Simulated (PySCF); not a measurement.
Compound: C₄H₇ClSi.
Bonds: Cl1–C2, C2–C3 (double), C3–C4, C4–Si5, Si5–C6, C2–C6. Hydrogens: H7 on C3; H8, H9 on C4; H10, H11 on Si5; H12, H13 on C6.

Jobs on this species (13 atoms, 62 electrons) with PySCF (density fitting). Hardware of each: one thread of an Intel Xeon 6975P-C, shared host. Other jobs ran on the host; a repeat could differ by tens of per cent or more. Peak memory is the resident size of the whole Python process, interpreter and libraries included.

```json
{"level and settings": "PBE0/3-21G", "work": "shieldings, ring-centre shieldings", "basis functions": "76", "SCF cycles": "?", "wall time": "?", "peak memory": "?"}
{"level and settings": "PBE0/6-311G**, IEF-PCM methanol", "work": "3 singlets by TDA, 2 Tamm–Dancoff triplets, polarisability", "basis functions": "166", "SCF cycles": "14", "wall time": "17 s", "peak memory": "0.79 GiB"}
{"level and settings": "PBE0/pcSseg-1", "work": "shieldings, ring-centre shieldings, charges and field gradients", "basis functions": "151", "SCF cycles": "14", "wall time": "16 s", "peak memory": "0.72 GiB"}
{"level and settings": "BP86/pcSseg-1, IEF-PCM chloroform", "work": "spin–spin couplings from 12 perturbed nuclei, spin–dipole term for 1 of them", "basis functions": "151", "SCF cycles": "14", "wall time": "12 s", "peak memory": "0.58 GiB"}
{"level and settings": "PBE0/IGLO-II, grid level 1", "work": "1 singlet by TDA, 5 Tamm–Dancoff triplets, polarisability", "basis functions": "200", "SCF cycles": "10", "wall time": "13 s", "peak memory": "0.83 GiB"}
{"level and settings": "LC-wPBE/def2-SVP, start guess sap, fitting basis def2-universal-jkfit", "work": "3 singlets by full TDDFT, 5 Tamm–Dancoff triplets, polarisability", "basis functions": "127", "SCF cycles": "16", "wall time": "18 s", "peak memory": "0.61 GiB"}
{"level and settings": "HCTH407/def2-SVPD, damping 0.3 at the start, DIIS from the seventh cycle", "work": "shieldings, ring-centre shieldings", "basis functions": "187", "SCF cycles": "17", "wall time": "26 s", "peak memory": "0.65 GiB"}
{"level and settings": "PBE0/def2-SVPD", "work": "6 singlets by full TDDFT, 2 Tamm–Dancoff triplets, polarisability", "basis functions": "187", "SCF cycles": "14", "wall time": "22 s", "peak memory": "0.77 GiB"}
```

Question: Fill in the missing figures.

Answer: 
- PBE0/3-21G; shieldings, ring-centre shieldings: 4.4 s, 0.47 GiB, 12 SCF cycles

Question: What do all jobs in the table cost together?

Answer: About 2.1 min; the longest takes about 20 % of that, and about 5.9 times as long as the shortest.
